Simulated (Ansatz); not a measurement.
**Worked example: GeH2(NH2)2 → Ge(NH2)2 + H2**

Species: GeH2(NH2)2, singlet; Ge(NH2)2, singlet; H2 (hydrogen), singlet. 

Shapes, held fixed at every level: PBE0-D4/def2-TZVP. Flexible molecules stand in one conformer, not always the lowest. Programs: Ansatz 0.2.0. The zero-point and thermal change to 298 K, harmonic and unscaled (PBE0-D4/def2-TZVP), is -10.5 kJ/mol.

At CCSD(T)/def2-TZVPP; 1 Eh = 2625.50 kJ/mol:

| species | energy (Eh) |
| --- | --- |
| GeH2(NH2)2 | -2188.581886 |
| Ge(NH2)2 | -2187.385772 |
| H2 | -1.172332 |

Problem. Work out ΔH(298 K) of the reaction at this level.

Solution. 
1. Products less reactants: (-2187.385772) + (-1.172332) − [(-2188.581886)] = 0.023782 Eh = +62.4 kJ/mol.
2. With the thermal change: +62.4 + (-10.5) = +51.9 kJ/mol.

Other levels give +27.1 (PBE-D4/def2-TZVPP) to +62.2 kJ/mol (HF/def2-SVP). No measured value is set beside it here. Relativity is left out for Ge unless named. Correlated rows may include outer-core shells of Ge, which these sets cover unevenly.
